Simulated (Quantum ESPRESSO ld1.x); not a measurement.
Input (ld1.x (Quantum ESPRESSO 7.5)):

```
 &input
    atom='Ta',
    iswitch=1,
    rel=1,
    lsd=1,
    dft='PZ',
    config='[Ar] 3d2',
    verbosity='high',
    prefix='ld1',
    max_out_wfc=37,
    file_charge='ld1.rho',
 /
```

Standard output:

```
     Program LD1 v.7.5 starts

     --------------------------- All-electron run ----------------------------

     scalar relativistic calculation

     atomic number is 73.00
     dft =PZ   lsd =1 sic =0 latt =0  beta=0.20 tr2=1.0E-14
     Exchange-correlation= PZ
                           (   1   1   0   0   0   0   0)
     mesh =2113 r(mesh) = 100.03704 a.u. xmin = -8.00 dx = 0.00800
     1 Ry =  13.60569312 eV, c = 137.03599908

     n l     nl                  e(Ry)          e(Ha)          e(eV)
     1 0     1S 1( 1.00)   -5213.125111849   -2606.562555925 -70928.1804836
     2 0     2S 1( 1.00)   -1109.657387202    -554.828693601 -15097.6578819
     2 1     2P 1( 3.00)   -1006.072739346    -503.036369673 -13688.3169509
     3 0     3S 1( 1.00)    -422.457862072    -211.228931036  -5747.8320287
     3 1     3P 1( 3.00)    -391.635506517    -195.817753258  -5328.4725177
     3 2     3D 1( 2.00)    -361.642720965    -180.821360483  -4920.3998816
     1 0     1S 2( 1.00)   -5213.100037501   -2606.550018751 -70927.8393297
     2 0     2S 2( 1.00)   -1108.832409230    -554.416204615 -15086.4334848
     2 1     2P 2( 3.00)   -1005.405911652    -502.702955826 -13679.2442980
     3 0     3S 2( 1.00)    -421.558724628    -210.779362314  -5735.5986406
     3 1     3P 2( 3.00)    -390.723544937    -195.361772469  -5316.0646483
     3 2     3D 2( 0.00)    -360.500510296    -180.250255148  -4904.8593138

     final scf error:  6.3E-15 reached in  23 iterations

     Etot =  -25817.881948 Ry,  -12908.940974 Ha, -351270.178870 eV
     Total magnetization:    2.00 Bohr mag.

     Ekin =   28833.345979 Ry,   14416.672989 Ha,  392297.657098 eV
     Encl =  -57640.355047 Ry,  -28820.177523 Ha, -784236.982267 eV
     Eh   =    3339.939498 Ry,    1669.969749 Ha,   45442.191854 eV
     Exc  =    -350.812378 Ry,    -175.406189 Ha,   -4773.045556 eV

     normalization and overlap integrals

     s(1S/1S) =  1.000000  <r> =   0.0187  <r2> =    0.0005  r(max) =   0.0117
     s(1S/2S) = -0.031182
     s(1S/3S) = -0.014516
     s(2S/2S) =  1.000000  <r> =   0.0785  <r2> =    0.0073  r(max) =   0.0668
     s(2S/3S) = -0.009289
     s(2P/2P) =  1.000000  <r> =   0.0700  <r2> =    0.0060  r(max) =   0.0547
     s(2P/3P) = -0.007410
     s(3S/3S) =  1.000000  <r> =   0.1931  <r2> =    0.0425  r(max) =   0.1815
     s(3P/3P) =  1.000000  <r> =   0.1903  <r2> =    0.0418  r(max) =   0.1786
     s(3D/3D) =  1.000000  <r> =   0.1687  <r2> =    0.0329  r(max) =   0.1416
     s(1S/1S) =  1.000000  <r> =   0.0187  <r2> =    0.0005  r(max) =   0.0117
     s(1S/2S) = -0.031198
     s(1S/3S) = -0.014492
     s(2S/2S) =  1.000000  <r> =   0.0784  <r2> =    0.0073  r(max) =   0.0668
     s(2S/3S) = -0.009281
     s(2P/2P) =  1.000000  <r> =   0.0700  <r2> =    0.0060  r(max) =   0.0547
     s(2P/3P) = -0.007401
     s(3S/3S) =  1.000000  <r> =   0.1933  <r2> =    0.0426  r(max) =   0.1815
     s(3P/3P) =  1.000000  <r> =   0.1905  <r2> =    0.0419  r(max) =   0.1786
     s(3D/3D) =  1.000000  <r> =   0.1689  <r2> =    0.0330  r(max) =   0.1416

     ------------------------ End of All-electron run ------------------------
```

Run on one thread of a shared host, so times are rough (Intel(R) Xeon(R) Processor @ 2.60GHz): 0.67 s of CPU time, 1.1 s wall, 23 iterations on 2113 mesh points.
